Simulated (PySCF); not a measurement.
Compound: 4-ethylbenzoic acid, C9H10O2.
Atom-mapped SMILES: `[CH3:1][CH2:2][c:3]1[cH:4][cH:5][c:6]([C:7](=[O:8])[OH:9])[cH:10][cH:11]1` (hydrogens: H12, H13, H14 on C1; H15, H16 on C2; H17 on C4; H18 on C5; H19 on O9; H20 on C10; H21 on C11)

Computed, not measured: PySCF 2.14.0, PBE0-D3(BJ)/def2-SVP geometry optimisation, gas phase.

**Question.** List the bond lengths, angles and torsions at this level.

**Answer.** 
```json
{"bond": "C1–C2", "length (bohr)": "2.886"}
{"bond": "C2–C3", "length (bohr)": "2.842"}
{"bond": "C3–C4, C3–C11", "length (bohr)": "2.648"}
{"bond": "C4–C5, C10–C11", "length (bohr)": "2.626"}
{"bond": "C5–C6, C6–C10", "length (bohr)": "2.643"}
{"bond": "C6–C7", "length (bohr)": "2.802"}
{"bond": "C7=O8", "length (bohr)": "2.279"}
{"bond": "C7–O9", "length (bohr)": "2.536"}
{"bond": "C1–H12, C1–H13, C1–H14", "length (bohr)": "2.080"}
{"bond": "C2–H15, C2–H16", "length (bohr)": "2.082"}
{"bond": "C4–H17, C11–H21", "length (bohr)": "2.067"}
{"bond": "C5–H18, C10–H20", "length (bohr)": "2.063"}
{"bond": "O9–H19", "length (bohr)": "1.831"}
```

Bonds in one row agree within 0.02 bohr and their mean is given. A selection of angles:
```json
{"angle": "C1–C2–C3", "degrees": "112.4"}
{"angle": "C2–C3–C4", "degrees": "120.8"}
{"angle": "C4–C3–C11", "degrees": "118.4"}
{"angle": "C3–C4–C5", "degrees": "121.0"}
{"angle": "C4–C5–C6", "degrees": "120.1"}
{"angle": "C5–C6–C7", "degrees": "118.2"}
{"angle": "C5–C6–C10", "degrees": "119.5"}
{"angle": "C7–C6–C10", "degrees": "122.3"}
{"angle": "C6–C7–O8", "degrees": "124.6"}
{"angle": "C6–C7–O9", "degrees": "113.2"}
{"angle": "O8–C7–O9", "degrees": "122.2"}
{"angle": "H19–O9–C7", "degrees": "106.1"}
```

Torsions: C1–C2–C3–C4 -88° (synclinal); C5–C6–C7–O8 -1° (synperiplanar); H19–O9–C7–C6 180° (antiperiplanar). The mirror-image conformer, all signs reversed, is as good.

The 9 C–C bonds span 1.389 Å (C4–C5, aromatic) to 1.527 Å (C1–C2, drawn single), a spread of 0.138 Å. The 6-membered ring C3–C4–C5–C6–C10–C11 has internal angles of 118.4° to 121.1°; it is planar, 0.00 Å rms from its mean plane, widest ring torsion 0°. O9 (acid hydroxyl oxygen) is bent (angle 106.1°). Of the pairs four or more bonds apart, O9···H20 is among the closest relative to their van der Waals radii: 2.42 Å, 89 % of the sum of Bondi's values. The 2 C–O bonds span 1.206 Å (C7=O8, drawn double) to 1.342 Å (C7–O9, drawn single), a spread of 0.136 Å.

No PBE0-D3(BJ)/def2-SVP frequencies stand behind this structure, so it isn't proved a minimum. One conformer, not necessarily the lowest (C1–C2–C3–C4 -88°, C5–C6–C7–O8 -1°, C6–C7–O9–H 180°).

On Intel Xeon Platinum 8259CL at 2.50 GHz, one thread, shared host, this took 4.8 min and 0.94 GiB of memory at its peak. These figures are those of the optimisation.
